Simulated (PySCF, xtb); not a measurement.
CH7NSi, SMILES CN[SiH3].

GFN2-xTB run with xtb at its own geometry gives an orbital gap of 5.35 eV and a dipole moment of 1.09 D.

Coordinates come from a B3LYP-D3(BJ)/def2-SVP optimisation.

Task: What does PySCF with r2SCAN/def2-TZVPD give? (An estimate is asked for; the answer gives what the named calculation found.)

Result: gap 5.62 eV (levels -5.69 and -0.08 eV), dipole 1.22 D.
